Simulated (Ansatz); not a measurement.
Mulliken charges of H$_{5}$InNOSi, SMILES `[NH2][In][O][SiH3]` radical from PBE/def2-TZVPP in Ansatz (PBE0-D4/def2-TZVP geometry).

| atom | x (Å) | y (Å) | z (Å) | charge (e) |
| --- | --- | --- | --- | --- |
| N1 | -0.464 | 2.738 | -0.721 | -0.418 |
| In2 | 0.862 | 1.263 | -0.112 | 0.514 |
| O3 | -0.122 | -0.464 | 0.162 | -0.470 |
| Si4 | 0.141 | -1.980 | 0.681 | 0.346 |
| H5 | 0.005 | 3.538 | -1.133 | 0.140 |
| H6 | -1.093 | 2.362 | -1.426 | 0.141 |
| H7 | -0.637 | -2.945 | -0.145 | -0.081 |
| H8 | 1.583 | -2.362 | 0.590 | -0.087 |
| H9 | -0.273 | -2.149 | 2.104 | -0.085 |

By hand: the dipole of these point charges (1 e Å = 4.8032 D).

Σ q r = (0.527, 0.493, -0.175) e Å, of length 0.743 e Å = 3.57 D.

How does the dipole of the full density compare? (An estimate is asked.)

The calculation gave: (0.272, 0.475, -0.289) e Å, 2.97 D; the point charges give 1.20 times that, at 21° from its direction.

Point charges leave out the atoms' own dipoles, such as those of lone pairs, and Mulliken's split depends on the basis, so the two needn't agree.
